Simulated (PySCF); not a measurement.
# Electron correlation in Ge (germanium, neutral)

[Ar] 3d10 4s2 4p2, high-spin 3P determinant. All numbers are calculated (PySCF 2.14, a scalar-relativistic core potential, in aug-cc-pVTZ-PP with one added diffuse shell each of s, d, f type with ECP10MDF (7s5p5d3f, 68 functions)). Frozen: 3s2 3p6 3d10; 4 electrons correlated.

```csv
level,correlation energy (mhartree)
CCSD,-65.30
(T),-1.90
CCSD(T),-67.20
```

Diagnostics: T1 = 0.0093, D1 = 0.0244, largest double amplitude 0.066.

Cost of the coupled-cluster step: of the order of 1.9 core-seconds, for 4 correlated electrons.
